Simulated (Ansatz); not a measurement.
Cost and result up the ladder for `Sc1sc(-c2sc(-c3sc(S)c4ccccc34)c3ccccc23)c2ccccc12` (43 atoms). Total charge 0; singlet. Geometry: PBE-D4/def2-SVP.

```tsv
atom	x (Å)	y (Å)	z (Å)
S1	-1.7181	-4.7835	4.8993
C2	-1.7373	-3.6698	3.5371
S3	-0.5373	-2.4297	3.3687
C4	-1.1391	-1.8905	1.8278
C5	-0.4971	-0.7972	1.1380
S6	1.2375	-0.7266	1.0449
C7	1.2579	0.7737	0.1667
C8	2.5162	1.3805	-0.1947
S9	3.8147	1.4615	0.9599
C10	4.8966	2.2623	-0.1327
S11	6.5046	2.7563	0.3822
C12	4.2709	2.4886	-1.3749
C13	4.8311	3.1178	-2.5272
C14	4.0833	3.1916	-3.6878
C15	2.7675	2.6337	-3.7530
C16	2.1892	2.0301	-2.6496
C17	2.9174	1.9658	-1.4227
C18	-0.0661	1.2237	-0.0616
C19	-0.4781	2.4537	-0.6596
C20	-1.8252	2.7633	-0.7220
C21	-2.8098	1.8818	-0.1780
C22	-2.4458	0.6925	0.4279
C23	-1.0661	0.3285	0.4915
C24	-2.2564	-2.6729	1.4387
C25	-2.9904	-2.6163	0.2147
C26	-4.0424	-3.4928	0.0104
C27	-4.4033	-4.4605	1.0000
C28	-3.6960	-4.5664	2.1832
C29	-2.5998	-3.6830	2.4230
H30	-2.4938	-4.0523	5.7618
H31	7.2074	1.7028	-0.1422
H32	5.8509	3.5266	-2.4642
H33	4.5067	3.6746	-4.5816
H34	2.2111	2.6806	-4.7014
H35	1.1844	1.5886	-2.7114
H36	0.2781	3.1518	-1.0450
H37	-2.1451	3.7130	-1.1769
H38	-3.8718	2.1669	-0.2232
H39	-3.2033	0.0359	0.8781
H40	-2.7056	-1.8891	-0.5588
H41	-4.6065	-3.4551	-0.9340
H42	-5.2479	-5.1391	0.8043
H43	-3.9433	-5.3219	2.9441
```

Ansatz on 2 threads of AMD EPYC 7R13 on a shared host and a share (18 GiB) of an NVIDIA H100 80GB HBM3. Times are rough, and most runs start from the orbitals of an earlier one. r2SCAN0-D4/def2-TZVP serves as the yardstick here, not as an exact answer. Differences are given only for rows in sets of like size (and for xTB, whose basis is part of the method), since another set adds its own error. Binding counts from free atoms at the same level (S triplet, C triplet, H doublet; other spins of the atoms weren't run), without zero-point energy or a counterpoise term.

B3LYP takes the VWN-RPA correlation. Correlated methods freeze 49 core orbitals. The rows differ in basis, and correlated rows in double-zeta sets carry the largest basis error. Single mean-field runs in def2-SVP, def2-TZVP are fitted with def2-universal-jkfit.

Correlated methods converge slowly with the basis, most of all in double-zeta sets.

| level | functions | binding energy per atom (eV) | difference from r2SCAN0-D4/def2-TZVP (eV) | remarks |
| --- | --- | --- | --- | --- |
| r2SCAN0-D4/def2-TZVP | 1013 | 5.14 | 0.00 | – |
| PBE0-D4/def2-TZVP (with forces) | 1013 | 5.31 | 0.17 | – |
| PBE0-D4/def2-SVP | 496 | 5.39 | – | – |
| PBE-D4/def2-SVP | 496 | 5.53 | – | – |
| PBE-D4/def2-TZVP | 1013 | 5.46 | 0.31 | – |
| MP2/def2-SVP | 496 | 5.15 | – | restricted SCF unstable |
| r2SCAN-D4/def2-TZVP (with forces) | 1013 | 5.25 | 0.11 | – |
| revPBE-D4/def2-TZVP | 1013 | 5.31 | 0.17 | – |
| B3LYP-D4/def2-TZVP | 1013 | 5.19 | 0.05 | – |

Task: Estimate how long each takes.

Result: PBE-D4/def2-SVP 6.5 s; PBE0-D4/def2-SVP 7 s; PBE-D4/def2-TZVP 7 s; revPBE-D4/def2-TZVP 7.5 s; B3LYP-D4/def2-TZVP 8.5 s; r2SCAN0-D4/def2-TZVP 9.5 s; r2SCAN-D4/def2-TZVP (with forces) 12 s; PBE0-D4/def2-TZVP (with forces) 14 s; MP2/def2-SVP 18 s. On shared hardware such times vary by a factor of up to 3.
